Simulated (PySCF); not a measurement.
Compound: C₇H₄NOP.
SMILES with atom numbers: `[CH:1]#[C:2][c:3]1[cH:4][n:5][cH:6][p:7][c:8]1[CH:9]=[O:10]` (hydrogens: H11 on C1; H12 on C4; H13 on C6; H14 on C9)

Geometry (GFN2-xTB, Å), atoms numbered from 1 in this order:
```xyz
14
C7H4NOP angstrom
C     -1.3460    1.7203   -2.0073
C     -0.7030    1.0736   -1.2250
C      0.1056    0.3434   -0.3239
C      1.4796    0.6131   -0.3056
N      2.3622    0.0228    0.4718
C      2.0342   -0.9059    1.3341
P      0.4523   -1.5803    1.6782
C     -0.4561   -0.6198    0.5237
C     -1.8876   -0.9196    0.5224
O     -2.3666   -1.7499    1.2547
H     -1.9226    2.2765   -2.6850
H      1.8792    1.3643   -0.9753
H      2.8707   -1.2987    1.9042
H     -2.5026   -0.3402   -0.1892
```

The calculation used TDDFT CAM-B3LYP/def2-SVPD, vertical, gas phase, core orbitals frozen in the response in PySCF 2.14.0, density-fitted response routines.

Ground-to-excited transition dipoles (e·a0, same axes as the geometry; the sign carries no meaning), for the states with f of 0.002 or more among the lowest 7:

| state | E (hartree) | μx | μy | μz |
| --- | --- | --- | --- | --- |
| S1 | 0.1209 | 0.025 | -0.121 | -0.120 |
| S2 | 0.1251 | -0.027 | 0.127 | 0.126 |
| S4 | 0.1461 | -0.366 | 0.645 | -0.723 |
| S5 | 0.1712 | 0.171 | 0.180 | -0.144 |
| S6 | 0.1816 | 0.024 | -0.119 | -0.119 |
| S7 | 0.1911 | 1.486 | 0.142 | 0.170 |

(1) Work out the oscillator strengths.

(2) What is the point group, and which symmetry does each of these states have?

(3) What angle do the transition dipoles of S4 and S7 make?

(4) How is the summed strength of these states shared among x, y and z?

(5) What peak molar absorption coefficient would the strongest computed level give as a lone Gaussian band 0.5 eV wide at half height?

## Answers

(1) f = (2/3) ΔE |μ|² with ΔE in hartree (27.2114 eV).

| state | \|μ\|² (au) | \|μ\| (D) | f |
| --- | --- | --- | --- |
| S1 | 0.030 | 0.44 | 0.002 |
| S2 | 0.033 | 0.46 | 0.003 |
| S4 | 1.073 | 2.63 | 0.104 |
| S5 | 0.083 | 0.73 | 0.009 |
| S6 | 0.029 | 0.43 | 0.004 |
| S7 | 2.257 | 3.82 | 0.287 |

(2) Cs. Polarised normal to the mirror plane, so A″: S1, S2 and S6. Polarised in the mirror plane, so A′: S4, S5 and S7.

(3) |cos θ| = |μa·μb| / (|μa| |μb|) = 0.37, so θ ≈ 68° (taken between 0 and 90°, since the signs are arbitrary).

(4) (2/3) Σ ΔE μα² gives 0.298 for x, 0.051 for y and 0.061 for z, 0.410 in all.

(5) ε(max) = 2.175×10⁸ f / FWHM, with the width in cm⁻¹. S7: 2.175×10⁸ × 0.2875 / 4033 ≈ 16000 L mol⁻¹ cm⁻¹.

One conformer stands for the species.
